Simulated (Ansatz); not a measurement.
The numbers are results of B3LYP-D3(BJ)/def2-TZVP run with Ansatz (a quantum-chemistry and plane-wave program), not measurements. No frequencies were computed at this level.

Ansatz 0.2 input:
```yaml
crystal:
  periodic: [false, false, false]
  atoms:
    - { symbol: O, position_ang: [-0.862003, 1.214445, -0.649435] }
    - { symbol: Si, position_ang: [0.0, -0.000004, -0.000007] }
    - { symbol: O, position_ang: [-0.534313, -0.186779, 1.522923] }
    - { symbol: O, position_ang: [-0.204685, -1.286442, -0.971022] }
    - { symbol: O, position_ang: [1.601007, 0.258758, 0.0975] }
    - { symbol: H, position_ang: [-1.021065, 1.991028, -0.121334] }
    - { symbol: H, position_ang: [-0.019893, -0.719224, 2.122212] }
    - { symbol: H, position_ang: [-1.078712, -1.470924, -1.30165] }
    - { symbol: H, position_ang: [2.119665, 0.199143, -0.699189] }
basis:
  gaussian: { orbitals: def2-tzvp }
hamiltonian:
  xc: b3lyp
  dispersion: d3bj
relax:
  max_steps: 150
```

Output:

```
Functional definition: B3LYP
1041 factors; their error is unknown
mean field evaluation 1: about -16124.8569 eV, gradient 1.1e2 eV
mean field evaluation 2: about -16101.1824 eV, gradient 1.6e2 eV
mean field evaluation 4: about -16141.3830 eV, gradient 6.4e-1 eV
mean field evaluation 8: about -16141.4196 eV, gradient 3.3e-1 eV
mean field evaluation 16: about -16141.4197 eV, gradient 5.4e-5 eV
mean field -16141.41973589 eV, -593.1862342465 hartree, gradient 5.4e-5 eV, S^2 0.000000; 0 other end points of the search recorded, 0 dependent functions left out
reference -16141.41996249 eV, -593.1862425740 hartree; 25, 25 occupied and 160, 160 virtual orbitals, 1041 factors
relax step   1: F+E_penalty+E_count = -16141.69500609 eV  Δ(F+E_penalty+E_count) = +0.000e0 eV  max|allowed force component| = 3.743e-1 eV/Å  Δτ_max = 0.0000 Å  (26 SCF iters, accepted)
these checks for a lower state are left out or cut short: starts, cluster_reference, orbital_swaps, neighbouring_geometries, increment
1041 factors; their error is unknown
mean field -16141.43105179 eV, -593.1866500985 hartree, gradient 1.3e-5 eV, S^2 0.000000; 0 other end points of the search recorded, 0 dependent functions left out
reference -16141.43127945 eV, -593.1866584646 hartree; 25, 25 occupied and 160, 160 virtual orbitals, 1041 factors
relax step   2: F+E_penalty+E_count = -16141.70566476 eV  Δ(F+E_penalty+E_count) = -1.066e-2 eV  max|allowed force component| = 1.639e-1 eV/Å  Δτ_max = 0.0093 Å  (30 SCF iters, accepted)
these checks for a lower state are left out or cut short: starts, cluster_reference, orbital_swaps, neighbouring_geometries, increment
1041 factors; their error is unknown
mean field -16141.43475166 eV, -593.1867860660 hartree, gradient 1.3e-5 eV, S^2 0.000000; 0 other end points of the search recorded, 0 dependent functions left out
reference -16141.43497977 eV, -593.1867944488 hartree; 25, 25 occupied and 160, 160 virtual orbitals, 1041 factors
relax step   3: F+E_penalty+E_count = -16141.70881133 eV  Δ(F+E_penalty+E_count) = -3.147e-3 eV  max|allowed force component| = 3.608e-2 eV/Å  Δτ_max = 0.0094 Å  (31 SCF iters, accepted)
these checks for a lower state are left out or cut short: starts, cluster_reference, orbital_swaps, neighbouring_geometries, increment
1041 factors; their error is unknown
mean field evaluation 32: about -16141.3987 eV, gradient 8.3e-4 eV
mean field -16141.43539007 eV, -593.1868095272 hartree, gradient 1.3e-5 eV, S^2 0.000000; 0 other end points of the search recorded, 0 dependent functions left out
reference -16141.43561816 eV, -593.1868179095 hartree; 25, 25 occupied and 160, 160 virtual orbitals, 1041 factors
relax step   4: F+E_penalty+E_count = -16141.70946072 eV  Δ(F+E_penalty+E_count) = -6.494e-4 eV  max|allowed force component| = 3.677e-2 eV/Å  Δτ_max = 0.0071 Å  (31 SCF iters, accepted)
these checks for a lower state are left out or cut short: starts, cluster_reference, orbital_swaps, neighbouring_geometries, increment
1041 factors; their error is unknown
mean field -16141.43653951 eV, -593.1868517684 hartree, gradient 1.3e-5 eV, S^2 0.000000; 0 other end points of the search recorded, 0 dependent functions left out
reference -16141.43676739 eV, -593.1868601427 hartree; 25, 25 occupied and 160, 160 virtual orbitals, 1041 factors
relax step   5: F+E_penalty+E_count = -16141.71090058 eV  Δ(F+E_penalty+E_count) = -1.440e-3 eV  max|allowed force component| = 5.107e-2 eV/Å  Δτ_max = 0.0305 Å  (30 SCF iters, accepted)
these checks for a lower state are left out or cut short: starts, cluster_reference, orbital_swaps, neighbouring_geometries, increment
1041 factors; their error is unknown
mean field -16141.43688160 eV, -593.1868643397 hartree, gradient 1.3e-5 eV, S^2 0.000000; 0 other end points of the search recorded, 0 dependent functions left out
reference -16141.43710931 eV, -593.1868727081 hartree; 25, 25 occupied and 160, 160 virtual orbitals, 1041 factors
relax step   6: F+E_penalty+E_count = -16141.71130285 eV  Δ(F+E_penalty+E_count) = -4.023e-4 eV  max|allowed force component| = 2.627e-2 eV/Å  Δτ_max = 0.0099 Å  (30 SCF iters, accepted)
these checks for a lower state are left out or cut short: starts, cluster_reference, orbital_swaps, neighbouring_geometries, increment
1041 factors; their error is unknown
mean field -16141.43718257 eV, -593.1868754003 hartree, gradient 1.3e-5 eV, S^2 0.000000; 0 other end points of the search recorded, 0 dependent functions left out
reference -16141.43741010 eV, -593.1868837618 hartree; 25, 25 occupied and 160, 160 virtual orbitals, 1041 factors
relax step   7: F+E_penalty+E_count = -16141.71163551 eV  Δ(F+E_penalty+E_count) = -3.327e-4 eV  max|allowed force component| = 1.090e-2 eV/Å  Δτ_max = 0.0257 Å  (30 SCF iters, accepted)
these checks for a lower state are left out or cut short: starts, cluster_reference, orbital_swaps, neighbouring_geometries, increment
1041 factors; their error is unknown
mean field evaluation 64: about -16141.4372 eV, gradient 1.3e-5 eV
mean field -16141.43721037 eV, -593.1868764220 hartree, gradient 1.3e-5 eV, S^2 0.000000; 0 other end points of the search recorded, 0 dependent functions left out
reference -16141.43743783 eV, -593.1868847811 hartree; 25, 25 occupied and 160, 160 virtual orbitals, 1041 factors
relax step   8: F+E_penalty+E_count = -16141.71170925 eV  Δ(F+E_penalty+E_count) = -7.374e-5 eV  max|allowed force component| = 4.914e-4 eV/Å  Δτ_max = 0.0041 Å  (31 SCF iters, accepted)
1041 factors; their error is unknown
mean field -16141.43721037 eV, -593.1868764220 hartree, gradient 1.3e-5 eV, S^2 0.000000; 1 other end points of the search recorded, 0 dependent functions left out
reference -16141.43743783 eV, -593.1868847811 hartree; 25, 25 occupied and 160, 160 virtual orbitals, 1041 factors
Total energy: -16141.71193671 eV, -593.1969724288 hartree
Atom 0 at    -0.871632     1.217474    -0.657819 Å, force     0.000491    -0.000033    -0.000048 eV/Å
Atom 1 at     0.000000     0.000001    -0.000001 Å, force    -0.000020    -0.000001    -0.000005 eV/Å
Atom 2 at    -0.540932    -0.181123     1.532740 Å, force    -0.000145    -0.000311    -0.000346 eV/Å
Atom 3 at    -0.199031    -1.294052    -0.980063 Å, force    -0.000032    -0.000012     0.000491 eV/Å
Atom 4 at     1.611595     0.257705     0.105144 Å, force    -0.000313     0.000363    -0.000077 eV/Å
Atom 5 at    -1.095143     1.956505    -0.086566 Å, force    -0.000267    -0.000338     0.000242 eV/Å
Atom 6 at     0.029139    -0.649654     2.147517 Å, force     0.000304     0.000384    -0.000056 eV/Å
Atom 7 at    -1.066684    -1.418778    -1.372585 Å, force     0.000098     0.000418    -0.000238 eV/Å
Atom 8 at     2.132688     0.111922    -0.688368 Å, force    -0.000115    -0.000472     0.000037 eV/Å
Dipole moment:     0.000000    -0.000003    -0.000003 e Å
```

Cost: around 70 core-seconds (rough).
